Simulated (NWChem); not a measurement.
Species: SiBr2, singlet; SMILES Br[Si]Br

```xyz
3

Si     0.0000     0.0000     1.1865
Br     1.7780     0.0000    -0.2373
Br    -1.7780     0.0000    -0.2373
```
Atoms are numbered in this order, from 1.

Low-valent species are run as closed-shell singlets; no triplet was tried in these runs. Geometry: optimised at PBE-D3(BJ)/def2-SVP. B3LYP is NWChem's, with the RPA form of VWN correlation.

Symmetry labels are those of C2v in the frame above (b1 and b2, or b-type labels, depend on it).

Problem. List the 6 lowest vertical singlet excitations and the 6 lowest triplet ones from B3LYP/6-31G* (spherical d), TDA (NWChem).

Solution. 
```csv
state,energy (eV),oscillator strength,symmetry,leading excitation (squared amplitude)
S1,3.40,0.024,b2,HOMO → LUMO (0.97)
S2,3.67,0.000,a2,HOMO−1 → LUMO (1.00)
S3,4.57,0.052,b1,HOMO−2 → LUMO (0.89)
S4,4.98,0.013,b2,HOMO−4 → LUMO (0.98)
S5,5.29,0.001,a1,HOMO−3 → LUMO (0.76)
S6,5.95,0.000,a2,HOMO−5 → LUMO (1.00)
T1,2.16,spin-forbidden,b2,HOMO → LUMO (0.97)
T2,3.54,spin-forbidden,a2,HOMO−1 → LUMO (1.00)
T3,3.80,spin-forbidden,b1,HOMO−2 → LUMO (1.00)
T4,4.32,spin-forbidden,a1,HOMO−3 → LUMO (0.99)
T5,4.62,spin-forbidden,b2,HOMO−4 → LUMO (0.97)
T6,4.87,spin-forbidden,b1,HOMO → LUMO+2 (0.97)
```
